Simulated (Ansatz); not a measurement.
```
atom    x (Å)    y (Å)    z (Å)
  Si  -0.0418  -0.0132  -1.1492
  Si  -0.0316  -0.0076   1.2112
   H   0.0047  -1.3861  -1.6431
   H  -1.2580   0.7107  -1.6648
   H   1.1772   0.6705  -1.6824
   H  -0.0349   1.3847   1.6594
   H  -1.1863  -0.7308   1.7180
   H   1.2407  -0.7414   1.6725
```

Basis set: cc-pVDZ (spherical functions). Correlated methods keep 10 orbitals frozen. Charge 0, multiplicity 1.

Computed with Ansatz (development build ahead of 0.2.0); each method stands on the lowest determinant of its kind that the runs found. Restricted open shells among the atoms or ions are ROHF, correlated in semicanonical orbitals with singles.

The atomization energy at this shape (free ground-state atoms in the same class of orbitals less the molecule, no zero-point energy) of singlet Si2H6:

```tsv
method	atomization energy
RHF-MP2	20.84 eV
```

(1) What does RHF give?

## Answers

(1) 17.63 eV.
